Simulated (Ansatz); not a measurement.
Frontier orbitals of `[F][SnH]([Cl])[Br]`.

Charge 0, multiplicity 1. Correlated methods include outer-core shells of Br, Sn, which these sets cover unevenly. Scalar relativity is left out up to krypton. Sn takes the def2 core potential. All single points use the PBE0-D4/def2-TZVP geometry. Basis def2-TZVPP, Ansatz 0.2.0.

```tsv
functional	HOMO (eV)	LUMO (eV)	gap (eV)
LDA (SPW92)	-7.92	-3.52	4.40
PBE	-7.77	-3.22	4.55
r2SCAN	-8.13	-3.02	5.11
PBE0	-9.09	-2.31	6.78
ωB97M-V	-11.31	-0.30	11.01
HF	-12.09	1.39	13.48
```

Against PBE, PBE0 changes HOMO and LUMO by −1.33 and +0.91 eV, ωB97M-V by −3.54 and +2.92 eV. A gap of 4.55 eV thus becomes 11.01 eV for the same molecule, so an orbital gap means little without its functional.
